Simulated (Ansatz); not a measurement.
Geometry optimisation, Ansatz, RKS PBE-D4/def2-SVP.

input.yaml

```yaml
crystal:
  periodic: [false, false, false]
  atoms:
    - { symbol: W, position_ang: [0.0, 0.0, 0.0] }
    - { symbol: Cl, position_ang: [0.0, 0.0, 2.39] }
    - { symbol: H, position_ang: [1.72, 0.0, 0.0] }
    - { symbol: H, position_ang: [0.0, 1.72, 0.0] }
    - { symbol: H, position_ang: [-1.72, 0.0, 0.0] }
    - { symbol: H, position_ang: [0.0, -1.72, 0.0] }
    - { symbol: H, position_ang: [0.0, 0.0, -1.72] }
basis:
  gaussian: { orbitals: def2-SVP }
hamiltonian:
  xc: pbe
  dispersion: d4
relax:
  f_tol: 0.02
  max_steps: 40
```

Run as:

```bash
$ ansatz run input.yaml --threads 1 --pin off --max-ram 2048MiB --backend cpu --events-out ev --progress --plain --runs-dir out
```

Q: Where does it end, and by what steps?

A: The run converged. After 7 steps the energy has fallen by 5.118 eV; H7 moved furthest, 0.55 Å. The start is strongly strained (largest force component 10 eV/Å).

| step | energy less start (eV) | largest force component (eV/Å) | accepted |
| --- | --- | --- | --- |
| 0 | 0.0000 | 9.533 | yes |
| 1 | -2.0358 | 3.542 | yes |
| 2 | -3.3787 | 2.778 | yes |
| 3 | -4.3873 | 1.618 | yes |
| 4 | -5.0001 | 1.262 | yes |
| 5 | -5.1087 | 0.439 | yes |
| 6 | -5.1177 | 0.072 | yes |
| 7 | -5.1179 | 0.007 | yes |

```xyz
7
Properties=species:S:1:pos:R:3
W 0.000 0.000 0.538
Cl 0.000 0.000 2.874
H 1.410 0.000 -0.393
H 0.000 1.410 -0.393
H -1.410 0.000 -0.393
H 0.000 -1.410 -0.393
H 0.000 0.000 -1.168
```

Whether the end is a true minimum wasn't checked by a vibrational analysis.

The run took 41 s on 1 thread of Arm Neoverse V1, on a shared host, peak memory 0.15 GiB.
